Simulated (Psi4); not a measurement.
Cl$_{2}$Hg, triplet, geometry from GFN2-xTB (such geometries of metal compounds can be far from the true shape) (a higher spin typed on purpose: for a closed-shell molecule this is an excited state) (core potentials on Hg); Psi4 with PBE0/def2-SVP.

Here is a job for Psi4.
```
memory 2 GB

molecule mol {
0 3
  Hg   -0.522623    0.061859   -0.510251
  Cl    2.162806    0.084353    0.272731
  Cl    0.296596   -0.375452    2.128448
}

set basis def2-svp
set reference uks

energy('pbe0')
print_variables()
```

It wrote (shortened):

```
   => Loading Basis Set <=

    Name: DEF2-SVP
    Role: ORBITAL
    Keyword: BASIS

    !!!  WARNING: ECP capability is in beta. Please check occupations closely.  !!!

         ---------------------------------------------------------
                                   SCF
               by Justin Turney, Rob Parrish, Andy Simmonett
                          and Daniel G. A. Smith
                              UKS Reference
         ---------------------------------------------------------

  ==> Geometry <==

    Molecular point group: cs
    Full point group: Cs

    Geometry (in Angstrom), charge = 0, multiplicity = 3:

       Center              X                  Y                   Z               Mass
    ------------   -----------------  -----------------  -----------------  -----------------
         HG           0.442406327260     0.451562302873     0.000000000000   201.970643400000
         CL          -0.323405930009    -2.238907413184     0.000000000000    34.968852682000
         CL          -2.231813464048    -0.369194421777     0.000000000000    34.968852682000

  Running in cs symmetry.

  Rotational constants: A =      0.13508  B =      0.05372  C =      0.03843 [cm^-1]
  Rotational constants: A =   4049.47422  B =   1610.48866  C =   1152.23941 [MHz]
  Nuclear repulsion =  185.878885081040863

  Charge       = 0
  Multiplicity = 3
  Electrons    = 54
  Nalpha       = 28
  Nbeta        = 26

  ==> Algorithm <==

  SCF Algorithm Type is DF.
  DIIS enabled.
  MOM disabled.
  Fractional occupation disabled.
  Guess Type is SAD.
  Energy threshold   = 1.00e-06
  Density threshold  = 1.00e-06
  Integral threshold = 1.00e-12

  ==> Primary Basis <==

  Basis Set: DEF2-SVP
    Blend: DEF2-SVP
    Number of shells: 28
    Number of basis functions: 68
    Number of Cartesian functions: 75
    Spherical Harmonics?: true
    Max angular momentum: 3

  Core potential: DEF2-SVP
    Number of shells: 4
    Number of ECP primitives: 10
    Number of ECP core electrons: 60
    Max angular momentum: 3

  ==> DFT Potential <==

   => LibXC <=

    Version 7.1.2
    S. Lehtola, C. Steigemann, M. J. T. Oliveira, and M. A. L. Marques,  SoftwareX 7, 1–5 (2018) (10.1016/j.softx.2017.11.002)

   => Composite Functional: PBE0 <=

    PBE0 Hyb-GGA Exchange-Correlation Functional

    C. Adamo and V. Barone,  J. Chem. Phys. 110, 6158 (1999) (10.1063/1.478522)
    M. Ernzerhof and G. E. Scuseria,  J. Chem. Phys. 110, 5029 (1999) (10.1063/1.478401)

    Deriv               =              1
    GGA                 =           TRUE
    Meta                =          FALSE

    Exchange Hybrid     =           TRUE
    MP2 Hybrid          =          FALSE

   => Exchange Functionals <=

    0.7500   Perdew, Burke & Ernzerhof

   => Exact (HF) Exchange <=

    0.2500               HF

   => Correlation Functionals <=

    1.0000   Perdew, Burke & Ernzerhof

   => LibXC Density Thresholds  <==

    XC_HYB_GGA_XC_PBEH:  1.00E-15

   => Molecular Quadrature <=

    Radial Scheme          =       TREUTLER
    Pruning Scheme         =           NONE
    Nuclear Scheme         =       TREUTLER

    Blocking Scheme        =         OCTREE
    BS radius alpha        =              1
    Pruning alpha          =              1
    Radial Points          =             75
    Spherical Points       =            302
    Total Points           =          63566
    Total Blocks           =            570
    Max Points             =            256
    Max Functions          =             66
    Weights Tolerance      =       1.00E-15

   => Loading Basis Set <=

    Name: (DEF2-SVP AUX)
    Role: JKFIT
    Keyword: DF_BASIS_SCF

  ==> Integral Setup <==

  SCF_SUBTYPE=INCORE selected. In-core MEM_DF algorithm will be used.
  Using in-core AOs.

  ==> MemDFJK: Density-Fitted J/K Matrices <==

    J tasked:                   Yes
    K tasked:                   Yes
    wK tasked:                   No
    Algorithm:                 Core
    Schwarz Cutoff:           1E-12
    Mask sparsity (%):       2.0329
    Fitting Condition:        1E-10

   => Auxiliary Basis Set <=

  Basis Set: (DEF2-SVP AUX)
    Blend: DEF2-UNIVERSAL-JKFIT
    Number of shells: 127
    Number of basis functions: 503
    Number of Cartesian functions: 675
    Spherical Harmonics?: true
    Max angular momentum: 6

  Minimum eigenvalue in the overlap matrix is 1.0423978798E-02.
  Reciprocal condition number of the overlap matrix is 3.0202291597E-03.
    Using symmetric orthogonalization.

  ==> Pre-Iterations <==

  SCF Guess: Superposition of Atomic Densities via on-the-fly atomic UHF (no occupation information).

   -------------------------
    Irrep   Nso     Nmo
   -------------------------
     A'        48      48
     A"        20      20
   -------------------------
    Total      68      68
   -------------------------

  ==> Iterations <==

                           Total Energy        Delta E     RMS |[F,P]|

   @DF-UKS iter SAD: -1072.12927575444519   -1.07213e+03   0.00000e+00
   @DF-UKS iter   1: -1073.19519767790007   -1.06592e+00   4.89584e-03 ADIIS/DIIS
   @DF-UKS iter   2: -1073.18219902458145    1.29987e-02   5.95868e-03 ADIIS/DIIS
   @DF-UKS iter   3: -1073.24415661767398   -6.19576e-02   7.99132e-04 ADIIS/DIIS
   @DF-UKS iter   4: -1073.24499455593468   -8.37938e-04   2.04391e-04 ADIIS/DIIS
   @DF-UKS iter   5: -1073.24510712104779   -1.12565e-04   7.63079e-05 DIIS
   @DF-UKS iter   6: -1073.24512210204830   -1.49810e-05   6.10146e-05 DIIS
   @DF-UKS iter   7: -1073.24513382389705   -1.17218e-05   3.18380e-05 DIIS
   @DF-UKS iter   8: -1073.24513908685867   -5.26296e-06   1.17311e-05 DIIS
   @DF-UKS iter   9: -1073.24514156308715   -2.47623e-06   6.18892e-06 DIIS
   @DF-UKS iter  10: -1073.24514226394604   -7.00859e-07   1.89549e-06 DIIS
   @DF-UKS iter  11: -1073.24514230439581   -4.04498e-08   4.17926e-07 DIIS
  Energy and wave function converged.

  ==> Post-Iterations <==

   Electrons on quadrature grid:
      Nalpha   =   27.9999969659 ; deviation = -3.034e-06
      Nbeta    =   25.9999967979 ; deviation = -3.202e-06
      Ntotal   =   53.9999937639 ; deviation = -6.236e-06

   @Spin Contamination Metric:   6.340683759E-03
   @S^2 Expected:                2.000000000E+00
   @S^2 Observed:                2.006340684E+00
   @S   Expected:                1.000000000E+00
   @S   Observed:                1.000000000E+00

    Orbital Energies [Eh]
    ---------------------

    Alpha Occupied:

[...]
      21Ap    -0.285004

    Alpha Virtual:

[...]
      48Ap   121.370689

    Beta Occupied:

[...]
    Beta Virtual:

[...]
    Final Occupation by Irrep:
             Ap   App
    DOCC [    19,    7 ]
    SOCC [     2,    0 ]
    NA   [    21,    7 ]
    NB   [    19,    7 ]

  @DF-UKS Final Energy: -1073.24514230439581

   => Energetics <=

    Nuclear Repulsion Energy =            185.8788850810408633
    One-Electron Energy =               -1911.6951887995123798
    Two-Electron Energy =                 705.6518405107115086
    DFT Exchange-Correlation Energy =     -53.0806790966356772
    Empirical Dispersion Energy =           0.0000000000000000
    VV10 Nonlocal Energy =                  0.0000000000000000
    Total Energy =                      -1073.2451423043958130

  UHF NO Occupations:
  HONO-2 :   19 Ap 1.9984728
  HONO-1 :   20 Ap 1.0000000
  HONO-0 :   21 Ap 1.0000000
  LUNO+0 :   22 Ap 0.0015272
  LUNO+1 :   23 Ap 0.0004666
  LUNO+2 :   24 Ap 0.0004250
  LUNO+3 :   25 Ap 0.0002260

Computation Completed

Properties will be evaluated at   0.000000,   0.000000,   0.000000 [a0]

Properties computed using the SCF density matrix

 Multipole Moments:

 ------------------------------------------------------------------------------------
     Multipole            Electronic (a.u.)      Nuclear  (a.u.)        Total (a.u.)
 ------------------------------------------------------------------------------------

 L = 1.  Multiply by 2.5417464519 to convert [e a0] to [Debye]
 Dipole X            :         66.4261371          -65.3667665            1.0593706
 Dipole Y            :         67.8008869          -66.7195874            1.0812995
 Dipole Z            :          0.0000000            0.0000000            0.0000000
 Magnitude           :                                                    1.5137618

 ------------------------------------------------------------------------------------

  Variable Map:
  ----------------------------------------------------------------------------
[...]
  Array Variable Map:
  ----------------------------------------------------------------------------
[...]
[...]
```
